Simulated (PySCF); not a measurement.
CH3FSTe, SMILES [Te](SC)F.

The structure is a stationary point at B3LYP-D3(BJ)/def2-SVP. The def2 effective core potentials stand for the cores of Te; spin–orbit coupling is left out. Other conformers were not sampled.

Calculation: TDA-LC-ωPBE/def2-SVPD run with PySCF.

Vertical excitations. Gas-phase values at a fixed geometry.

Computed UV-visible absorptions:
```
state  energy (eV)  λ (nm)      f                                                                     main pairs
-----  -----------  ------  -----  -----------------------------------------------------------------------------
S1            2.89     429  0.001                                                                 HOMO→LUMO 93 %
S2            3.80     326  0.001                                                               HOMO→LUMO+1 89 %
S3            4.93     252  0.002                                                             HOMO−1→LUMO+1 83 %
S4            5.30     234  0.013                                                               HOMO−1→LUMO 75 %
S5            5.80     214  0.013                                                               HOMO−2→LUMO 88 %
S6            6.61     188  0.112          HOMO→LUMO+2 51 %, HOMO→LUMO+6 15 %, HOMO→LUMO+3 10 %, HOMO→LUMO+5 8 %
S7            6.83     181  0.060        HOMO−2→LUMO+1 18 %, HOMO→LUMO+2 12 %, HOMO→LUMO+5 12 %, HOMO→LUMO+3 9 %
S8            7.03     176  0.031  HOMO−1→LUMO+5 28 %, HOMO−1→LUMO+6 23 %, HOMO−2→LUMO+1 9 %, HOMO−1→LUMO+10 8 %
S9            7.43     167  0.222                                             HOMO→LUMO+4 60 %, HOMO→LUMO+3 14 %
S10           7.57     164  0.017           HOMO→LUMO+3 35 %, HOMO→LUMO+2 25 %, HOMO→LUMO+6 6 %, HOMO→LUMO+7 6 %
T1            1.99     624      0                                                                 HOMO→LUMO 93 %
T2            2.96     419      0                                                               HOMO→LUMO+1 90 %
T3            4.19     296      0                                                             HOMO−1→LUMO+1 77 %
T4            4.58     271      0                                                               HOMO−1→LUMO 77 %
```
Triplets are in the Tamm–Dancoff approximation.
